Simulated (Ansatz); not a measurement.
Cost and result for the atomization energy of `[SiH3]C#C[SiH2]Cl` (10 atoms, 9 bonds).

Cartesian coordinates in Å:
```
Si 0.164 0.236 2.439
C -0.004 0.061 0.626
C -0.107 -0.052 -0.578
Si -0.276 -0.219 -2.379
Cl 1.575 -0.475 -3.221
H -0.511 -0.908 3.099
H 1.605 0.246 2.787
H -0.470 1.508 2.859
H -0.877 1.010 -2.938
H -1.099 -1.407 -2.693
```

Total charge 0; spin multiplicity 1. The geometry is a stationary point of PBE0-D4/def2-TZVP. Program: Ansatz. Hardware: A = 2 threads of a server CPU on a shared host; B = 2 threads of an AMD EPYC 7R13 on a shared host and a share of an NVIDIA H100 80 GB. Times are those of one run each, without the atoms' runs, and a repeat can differ threefold. Electronic energies, without spin–orbit coupling; frozen cores. CCSD(T)/CBS extrapolates def2-TZVPP and def2-QZVPP, and its time is that of the two runs behind it. T1 = 0.012. B3LYP takes the VWN-RPA correlation (the form of Gaussian; ORCA's B3LYP/G).

CCSD(T)/CBS is a level of theory with its own doubt, some kJ/mol a heavy atom from the limit and from the frozen cores, so smaller differences don't rank the functionals.

| level | functions | wall time | atomization (kcal/mol) | difference from CCSD(T)/CBS | per bond |
| --- | --- | --- | --- | --- | --- |
| LDA (SPW92)/def2-TZVPP [A] | 258 | 2.7 s | 959.1 | 100.3 | 11.1 |
| revPBE-D4/def2-TZVPP [A] | 258 | 3.9 s | 846.4 | -12.4 | -1.4 |
| PBE-D4/def2-TZVPP (with forces) [A] | 258 | 4.7 s | 863.6 | 4.8 | 0.5 |
| r2SCAN-D4/def2-TZVPP (with forces) [A] | 258 | 8.1 s | 858.8 | 0.0 | 0.0 |
| CCSD(T)/def2-TZVPP [B] | 258 | 9.5 s | 834.3 | -24.5 | -2.7 |
| CCSD(T)/def2-SVP [A] | 107 | 9.5 s | 803.4 | -55.4 | -6.2 |
| r2SCANh-D4/def2-TZVPP [A] | 258 | 10 s | 853.9 | -4.9 | -0.5 |
| B3LYP-D4/def2-TZVPP (with forces) [A] | 258 | 10 s | 854.3 | -4.5 | -0.5 |
| B97M-V/def2-TZVPP [A] | 258 | 12 s | 862.0 | 3.2 | 0.4 |
| PBE-QIDH/def2-TZVPP [A] | 258 | 14 s | 852.4 | -6.4 | -0.7 |
| ωB97X-V/def2-TZVPP [A] | 258 | 15 s | 859.9 | 1.1 | 0.1 |
| CCSD(T)/def2-QZVPP [B] | 474 | 22 s | 848.9 | -9.9 | -1.1 |
| CCSD(T)/CBS(def2) | – | 32 s | 858.8 | 0.0 | 0.0 |

The D4 term adds +9.1 kcal/mol with B3LYP and +4.8 kcal/mol with PBE0; it sums over pairs of atoms, weighted by their polarisabilities, and B3LYP, whose exchange is more repulsive, gets the larger term. In def2-TZVPP, CCSD(T) changes the Hartree–Fock value by +188.8 kcal/mol (the triples alone add +13.4 kcal/mol) and MP2 by +204.3 kcal/mol; breaking electron pairs costs correlation energy, which Hartree–Fock lacks. From PBE to PBE0 (25 % exact exchange), in def2-TZVPP and without D4, the atomization energy moves by −9.2 kcal/mol: exact exchange takes away binding that semilocal exchange gives to molecules.
